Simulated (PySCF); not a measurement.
**Diatomic cations of Ge with the halogens**

PBE0 with triple-zeta basis sets in PySCF, for the lowest determinant that a PBE0 search found; no spin–orbit coupling. De refers to high-spin ground-configuration atoms (the charge goes to the atom of lower measured ionisation energy or higher electron affinity, which is not always the lowest computed limit). A positive dipole points towards Ge; it is taken about the centre of mass and depends on that origin.

| M | basis | charged atom | state (unpaired electrons) | Re (Å) | ωe (cm⁻¹) | De (eV) | μ (D) |
| --- | --- | --- | --- | --- | --- | --- | --- |
| F | cc-pVTZ-PP/cc-pVTZ | Ge+ | singlet (closed shell) | 1.676 | 807 | 5.66 | 2.82 |
| Cl | cc-pVTZ-PP/cc-pV(T+d)Z | Ge+ | singlet (closed shell) | 2.061 | 506 | 4.67 | 2.09 |
| Br | def2-TZVPPD | Ge+ | singlet (closed shell) | 2.204 | 372 | 4.35 | 3.26 |
| I | def2-TZVPPD | Ge+ | singlet (closed shell) | 2.399 | 306 | 3.98 | 3.47 |

The shortest bond is that of GeF⁺ (1.676 Å), the longest that of GeI⁺ (2.399 Å). GeF⁺ is bound most strongly (5.66 eV) and GeI⁺ least (3.98 eV).

The rows differ in basis set, which adds steps of its own.

Down a group the atoms grow and get heavier, so bonds lengthen and wavenumbers fall; this series shows no clear exception.

These are scalar-relativistic numbers at best; spin–orbit coupling would shift them, the dissociation energy most. For an ion De counts to the pair picked by the measured ionisation energies or electron affinities, which need not be the lowest pair at this level.
